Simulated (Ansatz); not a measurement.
`BCSCF` → B• + 2 C• + F• + 6 H• + S•  (atomization)

Program: Ansatz. Geometries: PBE0-D4/def2-TZVP. ΔE: electronic, gas phase. CCSD(T)/CBS is the MP2 limit (def2-TZVPP, def2-QZVPP) plus CCSD(T) − MP2 in def2-TZVPP, frozen cores. This one scheme is used for every species, atoms too. Functionals use def2-TZVPP. B3LYP here is the variant with VWN-RPA as its local correlation; programs differ in this. Open shells (•) are unrestricted, without spin–orbit coupling. Spin–orbit coupling would lower the free atoms: a little for B, C, F, S. Each species was taken in one conformer, which may not be the lowest.

```
         level  ΔE (kJ/mol)
        B2PLYP       3921.2
           PBE       4036.7
          PBE0       3972.1
         B3LYP       3933.4
MP2/def2-TZVPP       3921.0
 HF/def2-QZVPP       2933.8
 MP2/CBS(def2)       4020.0
CCSD/CBS(def2)       3894.5
```

What does CCSD(T)/CBS give? (Best estimate.)

The calculation gave: +3951.4 kJ/mol. The listed levels differ from it by -30.2, 85.3, 20.7, -18.0, -30.4, -1017.6, 68.6, -56.9 kJ/mol.

Largest T1 diagnostic among the species: 0.014.

From PBE to PBE0 (25 % exact exchange), in def2-TZVPP and without D4, ΔE moves by −64.6 kJ/mol: exact exchange takes away binding that semilocal exchange gives to molecules. In def2-TZVPP, CCSD(T) changes the Hartree–Fock value by +922.8 kJ/mol (the triples alone add +56.9 kJ/mol) and MP2 by +991.3 kJ/mol; breaking electron pairs costs correlation energy, which Hartree–Fock lacks.

For atomizations the MP2-based limit and the directly extrapolated one differ by several kJ/mol either way, and by 10 to 25 for some Ge, Se and Sn compounds, so smaller differences from it don't rank the levels.
